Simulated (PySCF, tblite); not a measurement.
Isomers of C7H11NOSi, one GFN2-xTB conformer each. Single-point energies are computed at PBE0/pcSseg-1 (PySCF, gas phase, no added dispersion term), electronic only.

Task: Rank them by PBE0/pcSseg-1 energy, lowest first (kcal/mol).
A. `[CH2:1]=[CH:2][CH2:3][SiH2:4][O:5]/[C:6]([C:7]#[N:8])=[CH:9]\[CH3:10]` with C1–C2–C3–Si4 -104°, C2–C3–Si4–O5 45°, C3–Si4–O5–C6 50°, Si4–O5–C6–C7 9°
B. `[CH2:1]=[CH:2][C@@:3]([CH:4]=[O:5])([CH2:6][SiH3:7])[CH2:8][C:9]#[N:10]` with C1–C2–C3–C4 -90°, C2–C3–C4–O5 -97°, C2–C3–C6–Si7 67°, C2–C3–C8–C9 -174°
C. `[O:1]=[CH:2][NH:3][C:4]1=[CH:5][SiH2:6][C@H:7]2[CH2:8][C@@H:9]1[CH2:10]2` with O1–C2–N3–C4 0°, C2–N3–C4–C5 180°
D. `[CH2:1]=[C:2]1[CH2:3][O:4][C@@H:5]([CH2:6][C:7]#[N:8])[CH2:9][SiH2:10]1` with O4–C5–C6–C7 -174°, C1–C2–C3–O4 131°, C2–C3–O4–C5 70°, C3–O4–C5–C6 162°, O4–C5–C9–Si10 57°
E. `[CH2:1]=[CH:2]/[C:3]([SiH2:4][CH3:5])=[C:6](/[C:7]#[N:8])[O:9][CH3:10]` with C1–C2–C3–Si4 5°, C2–C3–Si4–C5 -78°, C3–C6–O9–C10 180°

Result: C (0.0), A (5.9), D (12.5), B (25.4), E (28.5).

As drawn, the lowest has a four-membered ring, a C=O bond and an N–H bond, which the highest lacks; the highest has a C≡N group, which the lowest lacks. GFN2-xTB itself gives, in the same order: 0.0, 7.8, 26.3, 39.6, 45.2. Both levels put the same isomer lowest; measured from each level's own lowest isomer, the values differ by up to 16.7 kcal/mol (C=C/C([SiH2]C)=C(/C#N)OC: 45.2 against 28.5).

Task: Which frontier levels, dipoles and rotational constants go with these structures?

Result: 
```csv
SMILES,"HOMO (eV, PBE0/pcSseg-1)",LUMO (eV),dipole (D),"A, B, C (MHz)"
O=CNC1=C[SiH2][C@H]2C[C@@H]1C2,-6.67,-0.71,2.42,"2394, 819.2, 678.5"
C=CC[SiH2]O/C(C#N)=C\C,-7.04,-1.06,2.97,"1357, 826.4, 777.2"
C=C1CO[C@@H](CC#N)C[SiH2]1,-7.81,-0.56,3.78,"2592, 650.7, 545.7"
C=C[C@@](C=O)(C[SiH3])CC#N,-7.67,-1.46,5.06,"1219, 1121, 685.8"
C=C/C([SiH2]C)=C(/C#N)OC,-6.64,-1.93,2.49,"1501, 850.9, 591.4"
```

Task: What happens when harmonic zero-point energies from GFN2-xTB frequencies are added?

Result: 
```csv
SMILES,ZPE (kcal/mol),electronic (kcal/mol),with ZPE (kcal/mol)
O=CNC1=C[SiH2][C@H]2C[C@@H]1C2,103.0,0.0,0.0
C=CC[SiH2]O/C(C#N)=C\C,99.1,5.9,2.1
C=C1CO[C@@H](CC#N)C[SiH2]1,100.9,12.5,10.4
C=C[C@@](C=O)(C[SiH3])CC#N,97.4,25.4,19.8
C=C/C([SiH2]C)=C(/C#N)OC,98.3,28.5,23.9
```

The zero-point energies span 5.6 kcal/mol. The order is unchanged.
